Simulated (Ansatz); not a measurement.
Species: C7H8OS2Si, SMILES `COc1cc2sc([SiH3])cc2s1` (C–O–C–S torsion 0°) (charge 0, multiplicity 1).

**Question.** Give a relaxed geometry from PBE0-D3(BJ)/def2-SVP in Ansatz (a first-principles code).

**Answer.** This is not unique; one that fits is the end point of this relaxation, one of several conformers (outside a Z-matrix the atoms follow the SMILES, hydrogens last).
Cartesian coordinates (Å) in one orientation:
```xyz
19

C     -4.201     0.586     0.144
O     -3.414    -0.553    -0.091
C     -2.088    -0.421    -0.084
C     -1.201    -1.446    -0.297
C      0.135    -0.969    -0.224
S      1.696    -1.681    -0.385
C      2.499    -0.158    -0.099
Si     4.355     0.005    -0.095
C      1.589     0.858     0.113
C      0.252     0.395     0.041
S     -1.309     1.132     0.208
H     -4.023     1.360    -0.624
H     -5.249     0.266     0.096
H     -3.997     1.015     1.141
H     -1.520    -2.468    -0.493
H      4.945    -0.393    -1.409
H      4.672     1.438     0.181
H      4.979    -0.855     0.957
H      1.881     1.890     0.310
```
